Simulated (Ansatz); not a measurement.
Species: PH, net charge 0, triplet state. SMILES: [PH]

Atoms: P1, H2. Bonds: P1-H2.

Bond lengths (Å) and angles (degrees) optimised at HF/3-21G with Ansatz (a program for electronic structure); HF/6-31G* with Ansatz; PBE/6-31G* with Ansatz; B3LYP/6-31G* with Ansatz, each started from the B3LYP-D3(BJ)/def2-TZVP structure (Ansatz) of the last column. A row stands for all coordinates that are equal there. 6-31G* holds six Cartesian d functions.

| coordinate | HF/3-21G | HF/6-31G* | PBE/6-31G* | B3LYP/6-31G* | B3LYP-D3(BJ)/def2-TZVP |
|---|---|---|---|---|---|
| P1-H2 | 1.440 | 1.410 | 1.448 | 1.437 | 1.429 |

Mean signed difference of all 1 bond lengths from B3LYP-D3(BJ)/def2-TZVP: HF/3-21G 0.012 Å, HF/6-31G* -0.018 Å, PBE/6-31G* 0.020 Å, B3LYP/6-31G* 0.008 Å.
